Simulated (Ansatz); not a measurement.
Stepwise reaction of `C=C[Si](O)(O)C=C` with ammonia, as a gas-phase model of exchange steps in deposition or etching. ΔE in kJ/mol.

Gas-phase electronic energies from Ansatz, PBE0-D4/def2-TZVP geometries. CCSD(T)/CBS adds triple-zeta CCSD(T) − MP2 to the extrapolated MP2 energy (def2 sets, frozen cores). This one scheme is used for every species. Functionals use def2-TZVPP. B3LYP here is the variant with VWN-RPA as its local correlation; programs differ in this. Each species was taken in one conformer, which may not be the lowest.

```json
{"step": "1", "reaction": "`C=C[Si](O)(O)C=C` + NH₃ → `C=C[Si](N)(O)O` + `C=C`", "PBE-D4": "-53.2", "B3LYP-D4": "-60.6", "ωB97M-V": "-61.7", "CCSD(T)/CBS": "-60.5"}
{"step": "2", "reaction": "`C=C[Si](N)(O)O` + NH₃ → `N[Si](N)(O)O` + `C=C`", "PBE-D4": "-56.1", "B3LYP-D4": "-64.3", "ωB97M-V": "-65.3", "CCSD(T)/CBS": "-64.5"}
```

Question: By hand: ΔE of the 2 steps together at CCSD(T)/CBS.

Answer: (-60.5) + (-64.5) = -125.0 kJ/mol, or -62.5 kJ/mol a step.

In ΔE the steps differ by no more than 4.0 kJ/mol. All are downhill at CCSD(T)/CBS. PBE-D4 differs from CCSD(T)/CBS by 7.3 to 8.4 kJ/mol a step. Isolated molecules leave out the surface, adducts and barriers. Largest T1 diagnostic: 0.012.
